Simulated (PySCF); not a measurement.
System: sum formula HBO2F (charge 0, doublet). It need not be the lowest isomer of its formula. 
Structure (B3LYP-D3(BJ)/def2-TZVP (Ansatz) minimum search):
```
B
F 1 1.3268
O 1 1.3563 2 119.97
H 3 0.9629 1 115.93 2 180.00
O 1 1.3643 2 119.01 3 -180.00
```
Charge 0, spin multiplicity 2.

Dispersion corrections to the total energy (kcal/mol) from the dftd3 and dftd4 libraries through PySCF: D3(BJ) without and D4 with the three-body term, each with the damping fitted for the functional named.

| functional | D3(BJ) | D4 |
|---|---|---|
| HF | -11.74 | -5.65 |
| CAM-B3LYP | ? | -1.07 |
| r2SCAN | -0.30 | -0.31 |
| PBE | -1.20 | -1.33 |
| HSE06 | -0.70 | ? |
| BHLYP | -1.59 | ? |
| PBE0 | -0.99 | -1.09 |

Task: Some entries are withheld; supply them.

Result: 
- CAM-B3LYP, D3(BJ): -0.85
- HSE06, D4: -1.00
- BHLYP, D4: -1.45
